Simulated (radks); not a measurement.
Species: Fe6+. Configuration: [Ar] 3d2.

Calculated with a radial shooting solver on a logarithmic mesh with Libxc functionals: Dirac Kohn-Sham, PBEsol, spin-unpolarised, spherical densities, finite nucleus; open shells fill j = l - 1/2 first; Fermi nuclear charge, rms radius 3.7377 fm.

Energy parts (hartree):
total: -1260.84482
kinetic: 1278.65342
electron-nucleus: -2934.82685
Hartree: 446.27845
exchange-correlation: -50.94984

Orbitals (lengths in bohr, moments of r in powers of bohr; <r^-3> diverges for s and p1/2):
orbital  occ.  eigenvalue (hartree)       <r^4>  <r^-3>
1s1/2       2             -261.1097  0.00005449       -
2s1/2       2             -34.41938     0.01233       -
2p1/2       2             -30.27852    0.009159       -
2p3/2       4             -29.82102    0.009562   468.4
3s1/2       2              -7.37518      0.7259       -
3p1/2       2              -6.13236      0.8592       -
3p3/2       4              -6.06632      0.8884   68.07
3d3/2       2              -4.05842       1.251   7.738
3d5/2       0              -4.04938       1.262   7.623

The highest occupied level is 3d3/2 at -110.44 eV. For comparison, the ionisation energy in NIST's Atomic Spectra Database is 124.97 eV (measured). In exact Kohn-Sham theory the highest level is minus the ionisation energy, but local and semilocal functionals leave it too shallow, through self-interaction and a potential that decays too fast; potentials with the right tail come closer. The density falls to 0.001 e/bohr^3 at r = 2.18 bohr.

Beside tabulated values, note that spin-unpolarised runs miss the spin-polarisation part of the exchange energy of open shells.
